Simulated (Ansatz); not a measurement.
The same path of CH5NOSSi (10 atoms, charge 0, multiplicity 1) was run twice with different band settings. Made: Si2–C4. The coordinate that changes most is the dihedral H8–N3–C4–H9.

Computed with Ansatz 0.2.0, RKS PBE0-D4/STO-3G.

Relaxed end points:

```xyz
10
Properties=species:S:1:pos:R:3
O -1.267 -0.694 2.342
Si 0.312 -0.342 1.726
N -0.087 -0.386 -0.136
C 0.320 0.465 -1.079
S 0.635 0.031 -2.752
H -1.243 -1.691 2.543
H 0.167 1.128 1.758
H -0.300 -1.337 -0.541
H 0.561 1.484 -0.744
H 0.984 1.291 -3.114
```

```xyz
10
Properties=species:S:1:pos:R:3
O -1.562 -0.575 1.655
Si -0.064 0.055 1.176
N 0.815 -0.866 -0.081
C 0.306 0.542 -0.542
S -0.950 0.516 -1.830
H -1.901 -1.044 0.820
H 0.581 0.704 2.291
H 1.863 -0.759 0.055
H 1.108 1.273 -0.726
H -0.113 0.103 -2.815
```

Common settings: spring 5.0 eV/Å²; optimiser quadratic models (default); start path through a guess of the saddle point; force threshold 0.03 eV/Å; iteration limit 60; end points relaxed.

| run | movable images | climbing image |
| --- | --- | --- |
| 1 | 7 | yes |
| 2 | 2 | no |

Q: What does each run give, and how far can it be trusted?

A: Run 1: converged after 52 iterations, highest image 0.615 eV above the first end. The profile has 2 maxima (images 1, 4) with wells between them (image 2): this band takes more than one step, which may be the mechanism or a detour left from its start path. The dihedral H8–N3–C4–H9 jumps by 130° between images 5 and 6, so the path isn't resolved there. Neighbouring images differ by up to 1.2 eV, so the band resolves the path poorly. A vibrational analysis at the climbing image gives one clearly imaginary mode, 376i cm⁻¹: a first-order saddle point.
Run 2: converged after 19 iterations, highest image 0.210 eV above the first end. The dihedral H8–N3–C4–H9 jumps by 145° between images 1 and 2, so the path isn't resolved there. No image climbed, so the highest image needn't sit at the top of the path. A band with more images between the same ends climbed to 0.62 eV, so this one has probably stepped over the top. So few images can step over the top or miss a turn of the path.
Limits of this set-up: minimal basis.
